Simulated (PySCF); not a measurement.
C7H7 (charge +1).
Cartesian coordinates in Å at the GFN2-xTB level; atoms count from 1:
```
atom  x, y, z in Å
C1     3.2019    0.2416   -0.0360
C2     2.0508   -0.0620    0.1593
C3     0.7456   -0.4031    0.4405
C4    -0.1193   -1.4885    0.3433
C5    -1.2417   -0.9475    1.1694
C6    -0.5206    0.2147    0.5595
C7    -1.0799    1.3783   -0.1177
H8     4.2059    0.5006   -0.2223
H9    -0.1295   -2.3037   -0.3606
H10   -1.1182   -1.0673    2.2414
H11   -2.2669   -1.1444    0.8633
H12   -2.0138    1.1317   -0.6247
H13   -0.3782    1.8371   -0.8109
H14   -1.3368    2.1120    0.6533
```

The closed-shell ground state was solved at several levels (PySCF, density fitting, gas phase, non-relativistic).

| level | basis functions | HOMO (eV) | LUMO (eV) | gap (eV) |
| --- | --- | --- | --- | --- |
| B3LYP/pcJ-1 | 259 | -12.65 | -7.30 | 5.35 |
| CAM-B3LYP/def2-SVPD | 196 | -14.06 | -5.97 | 8.09 |

(1) Estimate the row for PBE0/pcSseg-1, a basis of 154 functions; the other rows only guide the guess.

(2) Over all these levels, which gives the widest orbital gap and which the narrowest?

Results:

(1) HOMO -12.88 eV, LUMO -7.12 eV, gap 5.76 eV.

(2) CAM-B3LYP/def2-SVPD (range-separated hybrid) has the widest, 8.09 eV, and B3LYP/pcJ-1 (global hybrid, 20 % exact exchange) the narrowest, 5.35 eV. Functional and basis both differ between the two, so the spread mixes both effects.

One conformer stands for the species.
